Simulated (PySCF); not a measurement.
## Ionisation energy of Cd⁴¹⁺ by level of theory

Cd⁴¹⁺ [He] 2s2 2p3 (4S) → Cd⁴²⁺ [He] 2s2 2p2 (3P), as a difference of total energies. Calculation: PySCF 2.14, in an even-tempered Gaussian basis (17 s from 18 bohr⁻², ratio 2.2; 10 p from 23 bohr⁻², ratio 2.2; 5 d from 91 bohr⁻², ratio 2.4; 5 f from 140 bohr⁻², ratio 2.4; 4 g from 200 bohr⁻², ratio 2.4); the non-relativistic Hamiltonian (point nucleus). Correlated levels: nothing frozen; virtual orbitals above 40 to 60 times the deepest correlated orbital energy dropped. The calculations carry no spin-orbit coupling.

```csv
method,ionisation energy (eV)
UHF,6463.0
LDA,6458.5
PBE,6459.4
PBE0,6460.6
r2SCAN,6463.4
PBEsol,6458.4
M06-L,6463.1
MP2 (all electrons),6462.2
SCS-MP2 (all electrons),6461.5
```

Spin-orbit coupling is strong in these open shells (close to jj coupling). The scalar numbers leave it out and a first-order estimate fails, so it can dominate the gap to the real levels.

All relativistic terms are absent from these numbers, so their closeness to the reference says little about the methods.

For comparison: 6460 ± 40 eV (semi-empirical (NIST evaluation); NIST Atomic Spectra Database, ionization energies).
